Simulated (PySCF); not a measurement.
Species: C5H5F3O.
Atom-mapped SMILES: `[CH:1]#[C:2][C@@H:3]([CH2:4][OH:5])[C:6]([F:7])([F:8])[F:9]` (hydrogens: H10 on C1; H11 on C3; H12, H13 on C4; H14 on O5)

The same species was optimised twice, with GFN2-xTB and with PBE0-D3(BJ)/def2-SVP (PySCF), and the same property calculations (PySCF, gas phase) were run on both structures.

| coordinate | GFN2-xTB | PBE0-D3(BJ)/def2-SVP | change |
| --- | --- | --- | --- |
| C1≡C2 (Å) | 1.196 | 1.210 | +0.014 |
| C6–F9 (Å) | 1.339 | 1.330 | -0.009 |
| C4–O5 (Å) | 1.396 | 1.389 | -0.007 |
| C6–F7 (Å) | 1.340 | 1.334 | -0.006 |
| C3–C4 (Å) | 1.549 | 1.543 | -0.006 |
| C6–F8 (Å) | 1.342 | 1.337 | -0.005 |
| C2–C3 (Å) | 1.453 | 1.458 | +0.005 |
| C3–C6 (Å) | 1.525 | 1.521 | -0.004 |
| C2–C3–C6 (°) | 109.2 | 111.7 | +2.5 |
| C3–C6–F8 (°) | 111.8 | 110.1 | -1.7 |
| C4–C3–C6 (°) | 110.1 | 111.8 | +1.7 |
| C1–C2–C3 (°) | 177.5 | 176.1 | -1.4 |
| F8–C6–F9 (°) | 106.4 | 107.8 | +1.4 |
| F7–C6–F9 (°) | 106.8 | 107.9 | +1.1 |
| F7–C6–F8 (°) | 106.5 | 107.5 | +1.0 |
| C3–C6–F7 (°) | 112.6 | 111.7 | -0.9 |
| C2–C3–C4–O5 (°) | -66 | -59 | +7 |
| C2–C3–C6–F7 (°) | -62 | -63 | -1 |

Rotational constants: A = 2141, B = 1354, C = 992.8 MHz (GFN2-xTB) against A = 2182, B = 1336, C = 990.6 MHz (PBE0-D3(BJ)/def2-SVP). Point groups within 0.08 Å: C1 and C1.

On the GFN2-xTB structure: isotropic polarisability (au) 64.1 [CAM-B3LYP/def2-SVPD]; HOMO (eV) -9.83 [CAM-B3LYP/def2-SVPD]; LUMO (eV) 0.99 [CAM-B3LYP/def2-SVPD]; dipole (D) 1.98 [CAM-B3LYP/def2-SVPD]; HOMO (eV) -8.26 [PBE0/pcSseg-1]; LUMO (eV) 0.40 [PBE0/pcSseg-1]; dipole (D) 1.93 [PBE0/pcSseg-1]; GIAO shielding of C1 (ppm) 104.9 [PBE0/pcSseg-1]; GIAO shielding of C2 (ppm) 104.3 [PBE0/pcSseg-1]; GIAO shielding of C3 (ppm) 142.3 [PBE0/pcSseg-1]; GIAO shielding of C4 (ppm) 120.4 [PBE0/pcSseg-1]; GIAO shielding of O5 (ppm) 308.2 [PBE0/pcSseg-1]; GIAO shielding of C6 (ppm) 53.0 [PBE0/pcSseg-1]; GIAO shielding of F7/F8/F9 (mean) (ppm) 255.6 [PBE0/pcSseg-1].

What do these properties become on the PBE0-D3(BJ)/def2-SVP structure?

```
                                    property                level  on GFN2-xTB  on PBE0-D3(BJ)/def2-SVP  change
               isotropic polarisability (au)  CAM-B3LYP/def2-SVPD         64.1                     64.6    +0.5
                                   HOMO (eV)  CAM-B3LYP/def2-SVPD        -9.83                    -9.77   +0.06
                                   LUMO (eV)  CAM-B3LYP/def2-SVPD         0.99                     0.99    0.00
                                  dipole (D)  CAM-B3LYP/def2-SVPD         1.98                     1.79   -0.19
energy, GFN2-xTB geometry as zero (kcal/mol)  CAM-B3LYP/def2-SVPD          0.0                     -0.6    -0.6
                                   HOMO (eV)        PBE0/pcSseg-1        -8.26                    -8.23   +0.03
                                   LUMO (eV)        PBE0/pcSseg-1         0.40                     0.35   -0.05
                                  dipole (D)        PBE0/pcSseg-1         1.93                     1.74   -0.19
energy, GFN2-xTB geometry as zero (kcal/mol)        PBE0/pcSseg-1          0.0                     -0.6    -0.6
                  GIAO shielding of C1 (ppm)        PBE0/pcSseg-1        104.9                    102.8    -2.1
                  GIAO shielding of C2 (ppm)        PBE0/pcSseg-1        104.3                    103.5    -0.8
                  GIAO shielding of C3 (ppm)        PBE0/pcSseg-1        142.3                    141.0    -1.3
                  GIAO shielding of C4 (ppm)        PBE0/pcSseg-1        120.4                    122.1    +1.7
                  GIAO shielding of O5 (ppm)        PBE0/pcSseg-1        308.2                    309.1    +0.9
                  GIAO shielding of C6 (ppm)        PBE0/pcSseg-1         53.0                     55.4    +2.4
     GIAO shielding of F7/F8/F9 (mean) (ppm)        PBE0/pcSseg-1        255.6                    260.9    +5.3
```

The heavy atoms differ by 0.051 Å rms after alignment. Among bonds between heavy atoms C1≡C2 changes most (+0.014 Å). Changes are differences of the printed values. Neither structure is proved a minimum here.

Shape of the structure used: `[CH:1]#[C:2][C@@H:3]([CH2:4][OH:5])[C:6]([F:7])([F:8])[F:9]`: C2–C3–C4–O5 -59°, C2–C3–C6–F7 -63°, H–O5–C4–C3 63°.
